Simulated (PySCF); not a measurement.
Sb⁺ (antimony, charge +1): UHF calculation

Configuration: [Kr] 4d10 5s1 5p3, 5s spin antiparallel (an excited configuration). All numbers are calculated (PySCF 2.14, the spin-free X2C one-electron Hamiltonian (Gaussian nucleus), in x2c-QZVPPall with one added diffuse shell each of s, p, d, f type (14s10p8d5f1g, 128 functions)).

| Property | Result |
| --- | --- |
| Total energy | -6477.325502 hartree |
| One-electron energy | -8880.0452 hartree |
| Hartree (Coulomb) energy | 2571.7451 hartree |
| Exchange energy | -169.0254 hartree |
| ⟨S²⟩ | 3.0006 |
| ⟨L²⟩ | 0.000 |
| Sum of ⟨r⟩ | 33.82 bohr |
| Sum of ⟨r²⟩ | 51.23 bohr² |
| Langevin diamagnetic susceptibility | -40.6 ×10⁻⁶ cm³/mol |

```csv
shell,electrons,mean orbital energy (hartree),"rms radius, mean of both spins (bohr)"
1s α,1,-1126.50320,0.0325
1s β,1,-1126.50285,0.0325
2s β,1,-175.24261,0.133
2s α,1,-175.23957,0.133
2p α,3,-157.20303,0.118
2p β,3,-157.19990,0.118
3s β,1,-36.16853,0.352
3s α,1,-36.16565,0.352
3p α,3,-30.13123,0.352
3p β,3,-30.12620,0.352
3d α,5,-20.89049,0.331
3d β,5,-20.88885,0.331
4s β,1,-6.86375,0.844
4s α,1,-6.85966,0.844
4p α,3,-4.92918,0.911
4p β,3,-4.91898,0.911
4d α,5,-2.00466,1.10
4d β,5,-2.00020,1.10
5s β,1,-0.86565,2.30
5p α,3,-0.58271,2.89
```

With the s spin flipped the determinant is a mixture of two multiplicities, not a spectroscopic state.

Densities and radii are taken from the X2C orbitals without a picture-change correction, which distorts them close to the nucleus.

Spin-orbit constants ζ (cm⁻¹) from the X2C one-electron operator on these orbitals: bare nucleus, nucleus screened by l(l+1)(2l+1)/3 electrons, and screened by the Breit-Pauli mean field of the electrons.

```json
{"shell": "2p", "bare": "1344000", "screened nucleus": "1292000", "mean field": "n/a"}
{"shell": "3p", "bare": "251500", "screened nucleus": "241700", "mean field": "n/a"}
{"shell": "3d", "bare": "37980", "screened nucleus": "30530", "mean field": "n/a"}
{"shell": "4p", "bare": "44160", "screened nucleus": "42420", "mean field": "n/a"}
{"shell": "4d", "bare": "4785", "screened nucleus": "3847", "mean field": "n/a"}
{"shell": "5p", "bare": "3284", "screened nucleus": "3155", "mean field": "n/a"}
```
